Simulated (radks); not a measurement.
Values are calculated unless marked as measured or tabulated.
Spherical quantum dot in the effective-mass picture: electrons in a parabolic well V = omega^2 r^2 / 2 with omega = 0.54, all in effective atomic units (hartree* = m*/eps^2 hartree, bohr* = eps/m* bohr), one dielectric constant everywhere. Level of theory: non-relativistic Kohn-Sham, LDA (Slater exchange, Perdew-Wang correlation), spin-polarised, spherical densities (a radial shooting solver with Libxc functionals). Levels are named by radial order and angular momentum (1s, 1p, 1d, 2s, ...), and open shells are averaged over m. Results are scaled to m* = 0.042 and eps = 4.9, for which hartree* = 47.6 meV and bohr* = 6.174 nm.

N = 23, configuration 1s2 1p6 1d10 2s2 1f(up 3, down 0). This is the lowest configuration that the search found. Occupied and some empty levels:

level    occupation  eigenvalue (meV)  <r> (nm)
1s up             1            360.22     16.33
1s down           1            360.87     16.07
1p up             3            369.03     19.72
1p down           3            369.95     19.58
1d up             5            379.70     22.05
1d down           5            380.77     21.99
2s up             1            383.77     18.31
2s down           1            384.43     18.44
1f up             3            391.96     23.87
1f down           0            393.10     23.87
2p up             0            397.90     20.65
2p down           0            398.56     20.70
1g up             0            405.60     25.42
1g down           0            406.74     25.44
2d up             0            412.85     22.75
2d down           0            413.55     22.77

Energy (meV): total 5444.36, kinetic 464.69, external 1979.4, Hartree 3345.4, exchange-correlation -345.16.

Electron density:

r (nm)  n(r) (e/nm^3)
0.870       0.0003973
3.05        0.0003762
5.24        0.0003397
7.43        0.0003020
9.61        0.0002767
11.8        0.0002709
14.0        0.0002814
16.2        0.0002958
18.3        0.0002984
20.5        0.0002773
22.7        0.0002308
24.9        0.0001687
27.1        0.0001065
29.3       0.00005750
31.5       0.00002633
33.6       0.00001019
35.8        3.330e-06
38.0        9.192e-07
40.2        2.151e-07
42.4        4.265e-08
